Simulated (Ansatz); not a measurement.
C$_{3}$H$_{10}$OSi (`C[SiH2]C(C)O`), relaxed with RKS PBE0-D4/def2-TZVP in Ansatz from a PBE-D4/def2-SVP geometry. The force threshold is 0.005 eV/Å; the program also tests the step.

Charge 0, multiplicity 1.

Start:

```xyz
15

C     2.110   -0.074   -0.518
Si    0.769    0.251    0.779
C    -0.958   -0.411    0.259
C    -1.531    0.313   -0.954
O    -1.885   -0.230    1.342
H     2.190   -1.158   -0.741
H     1.880    0.456   -1.465
H     3.102    0.276   -0.167
H     1.123   -0.444    2.074
H     0.648    1.724    1.068
H    -0.860   -1.498    0.002
H    -2.548   -0.068   -1.182
H    -0.895    0.164   -1.850
H    -1.618    1.403   -0.761
H    -1.525   -0.704    2.114
```

(1) By how much does the energy fall, and how many steps does the optimiser take? (An estimate is asked.)

(2) Which bonds change most? (Best estimate.)

(3) Give the relaxed structure. (Estimate.)

Results:

(1) Ansatz gave: 5.67 kJ/mol, in 7 steps.

(2) Computed: C1–Si2 from 1.893 to 1.871 Å; Si2–C3 from 1.921 to 1.899 Å; C3–H11 from 1.122 to 1.102 Å; Si2–H10 from 1.507 to 1.489 Å.

(3) Ansatz gave: 
```xyz
15

C     2.085   -0.089   -0.510
Si    0.763    0.258    0.767
C    -0.938   -0.410    0.250
C    -1.521    0.325   -0.938
O    -1.874   -0.278    1.322
H     2.168   -1.160   -0.710
H     1.859    0.416   -1.453
H     3.060    0.266   -0.167
H     1.112   -0.404    2.061
H     0.648    1.721    1.020
H    -0.832   -1.473   -0.021
H    -2.511   -0.070   -1.181
H    -0.883    0.212   -1.818
H    -1.626    1.391   -0.723
H    -1.510   -0.705    2.102
```
